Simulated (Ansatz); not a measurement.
C$_{3}$H$_{10}$BNS (SMILES CSBN(C)C), singlet, at a GFN2-xTB geometry; Ansatz (a quantum-chemistry and plane-wave program) with CASSCF(6,5)/STO-3G.

Input for Ansatz:
Ansatz 0.2 input:
```yaml
crystal:
  periodic: [false, false, false]
  atoms:
    - {symbol: B, position_ang: [-0.43761317, -0.19747437, 0.88051463]}
    - {symbol: H, position_ang: [-0.83196375, -0.41671526, 1.96177922]}
    - {symbol: N, position_ang: [0.21313484, 1.00470453, 0.63892659]}
    - {symbol: C, position_ang: [0.58141616, 1.88957128, 1.72511382]}
    - {symbol: C, position_ang: [0.59299309, 1.56722647, -0.63896707]}
    - {symbol: H, position_ang: [1.66325896, 2.05585628, 1.72591320]}
    - {symbol: H, position_ang: [0.08573609, 2.85917667, 1.61416357]}
    - {symbol: H, position_ang: [0.29356839, 1.45391511, 2.67706996]}
    - {symbol: H, position_ang: [0.30319915, 2.62172569, -0.67207866]}
    - {symbol: H, position_ang: [1.67631680, 1.51068447, -0.79390254]}
    - {symbol: H, position_ang: [0.08597102, 1.05387195, -1.44844938]}
    - {symbol: S, position_ang: [-0.81141605, -1.54731600, -0.26074825]}
    - {symbol: C, position_ang: [0.30294612, -1.45958507, -1.71581868]}
    - {symbol: H, position_ang: [-0.14261775, -0.86142363, -2.50530457]}
    - {symbol: H, position_ang: [0.41241284, -2.48254183, -2.06248754]}
    - {symbol: H, position_ang: [1.26876500, -1.06632914, -1.42175913]}
basis:
  gaussian:
    orbitals: STO-3G
hamiltonian:
  xc: hf
magnetization: {spin_polarized: false}
correlation: {active_space: {window: {electrons: 6, orbitals: 5}}}
```

Output, abridged:

```
Functional definition: HF
591 factors; integrals over basis functions are off by at most 3.9e-5 eV
mean field evaluation 1: about -16036.2916 eV, gradient 2.1e1 eV
mean field evaluation 2: about -16036.6159 eV, gradient 2.1e1 eV
mean field evaluation 4: about -16038.4799 eV, gradient 1.4e0 eV
mean field evaluation 8: about -16038.4885 eV, gradient 2.6e-2 eV
mean field -16038.48849743 eV, -589.4035810025 hartree, gradient 1.8e-6 eV, S^2 0.000000; 0 other end points of the search recorded, 0 dependent functions left out
reference -16038.48849743 eV, -589.4035810025 hartree; 28, 28 occupied and 16, 16 virtual orbitals, 591 factors
state -16039.53711759 eV, -589.4421170826 hartree
2 active orbitals were swapped for others, from the solution at -16039.32269960 eV, -589.4342373670 hartree to that at -16039.40631485 eV, -589.4373101707 hartree; typed "places" are swapped only where nearly empty or full, and so, without "given_window_search", are "orbital_numbers", "shells" and a window whose orbitals a file names under [Active]
2 active orbitals were swapped for others, from the solution at -16039.40631485 eV, -589.4373101707 hartree to that at -16039.53711759 eV, -589.4421170826 hartree; typed "places" are swapped only where nearly empty or full, and so, without "given_window_search", are "orbital_numbers", "shells" and a window whose orbitals a file names under [Active]
Total energy: -16039.53711759 eV, -589.4421170826 hartree
```
